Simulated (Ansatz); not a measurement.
Computed with Ansatz on PBE0-D4/def2-TZVP structures; ΔE is electronic, products minus reactants. CBS: MP2 limit from def2 TZ/QZ plus the TZ coupled-cluster correction, frozen cores. Functionals use def2-TZVPP. def2 core potentials past Kr. For Br, In outer-core shells are correlated without core-valence functions, which leaves a few kJ/mol of doubt a bond. Scalar relativity is left out up to krypton. Each species was taken in one conformer, which may not be the lowest.

Reaction (formal exchange of groups at the In–N bond): `[NH2][In]([NH2])[SH]` + `O=CCCBr` → `[NH2][In]([SH])[Br]` + `NCCC=O`

```json
{"level": "PBE-D4", "ΔE (kcal/mol)": "-26.5"}
{"level": "PBE0-D4", "ΔE (kcal/mol)": "-28.7"}
{"level": "HF/def2-TZVPP", "ΔE (kcal/mol)": "-33.8"}
{"level": "MP2/def2-QZVPP", "ΔE (kcal/mol)": "-25.2"}
```

Problem. What does CCSD(T)/CBS give? (An estimate is asked.)

Solution. Ansatz gave: -26.1 kcal/mol. The listed levels differ from it by -0.4, -2.6, -7.7, 0.9 kcal/mol.

Largest T1 diagnostic among the species: 0.014.

In def2-TZVPP, CCSD(T) changes the Hartree–Fock value by +7.9 kcal/mol (the triples alone add +1.0 kcal/mol) and MP2 by +8.7 kcal/mol. From PBE to PBE0 (25 % exact exchange), in def2-TZVPP and without D4, ΔE moves by −2.1 kcal/mol.
